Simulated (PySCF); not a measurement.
C2H7ClSi2 (SMILES [SiH3]/C=C/[SiH2]Cl), singlet, geometry from GFN2-xTB. Base run: PBE/6-31G, polarisability in PySCF.

Input for PySCF:
```python
from pyscf import gto, scf, dft
from pyscf.prop import polarizability

mol = gto.Mole()
mol.atom = '''
    Si   -3.18538217   -0.04733303    0.23263294
    C    -1.39019700   -0.58343096    0.42985780
    C    -0.32606904    0.19898397    0.25576631
    Si    1.46698489   -0.33627191    0.45396200
    Cl    2.55206056    0.55894825   -1.00053660
    H    -3.23386517    1.37372456   -0.11183388
    H    -3.88455714   -0.28571541    1.49842159
    H    -3.80435514   -0.84792240   -0.82695753
    H    -1.21866723   -1.61842665    0.70596505
    H    -0.49938218    1.23390857   -0.02255278
    H     1.60474329   -1.78237822    0.29835257
    H     2.00621210    0.10184036    1.74165359
'''
mol.basis = '6-31g'
mol.verbose = 4
mol.build()

mf = dft.RKS(mol)
mf.xc = 'pbe'
mf.kernel()
alpha = mf.Polarizability().polarizability()[2, 2]
print('alpha_zz =', alpha)
```

The base run was repeated with changes; each row names its change, and settings that it needs were set with it.

```
change                                         alpha_zz (bohr³)  basis functions  core-seconds (rough)
---------------------------------------------  ----------------  ---------------  --------------------
base                                                      58.64               71                    20
finite field (a.u.) = 0.001; conv_tol = 1e-11             58.64               71                    20
finite field (a.u.) = 2e-4; conv_tol = 1e-6               37.83               71                    10
basis = def2-SVP                                            [?]              [?]                    30
basis = 6-31G*                                            59.68               96                    20
finite field (a.u.) = 0.05; conv_tol = 1e-11              59.15               71                    20
functional = hf                                           54.60               71                     2
functional = camb3lyp                                     56.55               71                    40
finite field (a.u.) = 0.02; conv_tol = 1e-11              58.72               71                    20
finite field (a.u.) = 0.001; conv_tol = 1e-6              58.63               71                    10
finite field (a.u.) = 0.005; conv_tol = 1e-11             58.64               71                    20
functional = pbe0                                         57.36               71                    20
```

Problem. Complete the blanks.

Solution. 
- basis = def2-SVP, alpha_zz (bohr³): 63.83
- basis = def2-SVP, basis functions: 117

Finite-field rows take the second difference of the energy in a field along z; a small field with loose convergence shows SCF noise divided by the square of the field, and a large one adds hyperpolarisability.
